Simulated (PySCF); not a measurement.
## Spin-orbit coupling and the third ionisation energy along the lanthanides

Two-component X2C-1e calculated with PySCF 2.14: MP2 on generalised Hartree-Fock spinors (GMP2), with spin-orbit coupling off and on (screened by Boettger's factors); no Breit or QED terms. Values in eV; the references (NIST) lie between the lowest levels. Elements whose determinants are no pure J levels are left out.

```json
{"element": "La (x2c-TZVPPall-2c, [Ar] 3d10 frozen)", "configurations": "[Xe] 5d1 → [Xe]", "spin-free": "18.543", "with spin-orbit": "18.680", "shift": "0.137", "reference": "19.177"}
{"element": "Tb (x2c-TZVPPall-2c, [Ar] 3d10 frozen)", "configurations": "[Xe] 4f9 → [Xe] 4f8", "spin-free": "21.898", "with spin-orbit": "22.020", "shift": "0.123", "reference": "21.82 ± 0.03 (s)"}
{"element": "Dy (x2c-TZVPPall-2c, [Ar] 3d10 frozen)", "configurations": "[Xe] 4f10 → [Xe] 4f9", "spin-free": "23.371", "with spin-orbit": "23.359", "shift": "-0.012", "reference": "22.89 ± 0.03 (s)"}
{"element": "Ho (x2c-TZVPPall-2c, [Ar] 3d10 frozen)", "configurations": "[Xe] 4f11 → [Xe] 4f10", "spin-free": "23.706", "with spin-orbit": "23.506", "shift": "-0.200", "reference": "22.79 ± 0.03 (s)"}
{"element": "Er (x2c-TZVPPall-2c, [Ar] 3d10 frozen)", "configurations": "[Xe] 4f12 → [Xe] 4f11", "spin-free": "24.001", "with spin-orbit": "23.687", "shift": "-0.314", "reference": "22.7 ± 0.03 (s)"}
{"element": "Tm (x2c-TZVPPall-2c, [Ar] 3d10 frozen)", "configurations": "[Xe] 4f13 → [Xe] 4f12", "spin-free": "25.412", "with spin-orbit": "24.957", "shift": "-0.455", "reference": "23.66 ± 0.03 (s)"}
{"element": "Yb (x2c-TZVPPall-2c, [Ar] 3d10 frozen)", "configurations": "[Xe] 4f14 → [Xe] 4f13", "spin-free": "27.302", "with spin-orbit": "26.672", "shift": "-0.630", "reference": "25.053 ± 0.025 (s)"}
{"element": "Lu (x2c-TZVPPall-2c, [Ar] 3d10 frozen)", "configurations": "[Xe] 4f14 6s1 → [Xe] 4f14", "spin-free": "20.993", "with spin-orbit": "20.996", "shift": "0.003", "reference": "20.959"}
```

The largest shift is at Yb, -0.630 eV, where spin-orbit coupling lowers the species with fewer electrons by more than the one with more (starting occupations closed and 4f5/2^6 4f7/2^7).

What remains against the references is mostly the basis and correlation beyond MP2. References marked (s) are semi-empirical, (t) theoretical.
